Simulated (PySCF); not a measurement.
Two species compared at the same levels of theory.

First species: C₇H₁₄NOP.
SMILES: `CCCP(CO)CCC#N`

Second species: C₄H₆ClF₃OSi.
SMILES: `FC(F)(F)[C@@H]1O[SiH2]C[C@H]1Cl`

Levels: PBE0/pcSseg-1 for HOMO energy, LUMO energy and HOMO–LUMO gap. Geometries: GFN2-xTB. All species are isolated and taken at one optimised geometry, non-relativistic unless stated. Electronic properties by PySCF.

Values for the first species:

- HOMO energy: -7.12 eV
- LUMO energy: 0.16 eV
- HOMO–LUMO gap: 7.28 eV

Estimate the same properties for the second species, and the change in each.

```json
{"property": "HOMO energy", "first": "-7.12 eV", "second": "-8.59 eV", "second less first": "-1.47 eV"}
{"property": "LUMO energy", "first": "0.16 eV", "second": "0.09 eV", "second less first": "-0.07 eV"}
{"property": "HOMO–LUMO gap", "first": "7.28 eV", "second": "8.68 eV", "second less first": "+1.40 eV"}
```

One conformer stands for the species.
